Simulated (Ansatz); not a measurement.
Program: Ansatz. Geometries: PBE0-D4/def2-TZVP. ΔE: electronic, gas phase. CCSD(T)/CBS adds triple-zeta CCSD(T) − MP2 to the extrapolated MP2 energy (def2 sets, frozen cores). This one scheme is used for every species. Functionals use def2-TZVPP. B3LYP here is the variant with VWN-RPA as its local correlation; programs differ in this. Each species was taken in one conformer, which may not be the lowest.

Reaction (ligand exchange at a B–O bond): `OB(O)Cl` + CH₃SH → `CSB(O)Cl` + H₂O

Question: Is it downhill or uphill in electronic energy at CCSD(T)/CBS, and by how much? (An estimate is asked.)

Answer: The calculation gave: Uphill: ΔE = +51.2 kJ/mol.

Question: What do these levels give: B3LYP-D4, ωB97X-V, ωB97M-V, PBE, r2SCAN, PBE0, MP2/def2-TZVPP, SCS-MP2/def2-TZVPP, CCSD(T)/def2-TZVPP, MP2/def2-QZVPP, MP2/CBS(def2), CCSD/CBS(def2)? (Estimate.)

Answer: The calculation gave: B3LYP-D4 57.4, ωB97X-V 58.4, ωB97M-V 59.2, PBE 52.0, r2SCAN 56.0, PBE0 56.1, MP2/def2-TZVPP 50.2, SCS-MP2/def2-TZVPP 56.9, CCSD(T)/def2-TZVPP 56.8, MP2/def2-QZVPP 47.1, MP2/CBS(def2) 44.6, CCSD/CBS(def2) 56.2 kJ/mol.

Largest T1 diagnostic among the species: 0.012.

The D4 term adds −8.5 kJ/mol with B3LYP and −4.7 kJ/mol with PBE0; it sums over pairs of atoms, weighted by their polarisabilities, and B3LYP, whose exchange is more repulsive, gets the larger term. From PBE to PBE0 (25 % exact exchange), in def2-TZVPP and without D4, ΔE moves by +4.0 kJ/mol. In def2-TZVPP, CCSD(T) changes the Hartree–Fock value by −25.2 kJ/mol (the triples alone add −5.0 kJ/mol) and MP2 by −31.8 kJ/mol.
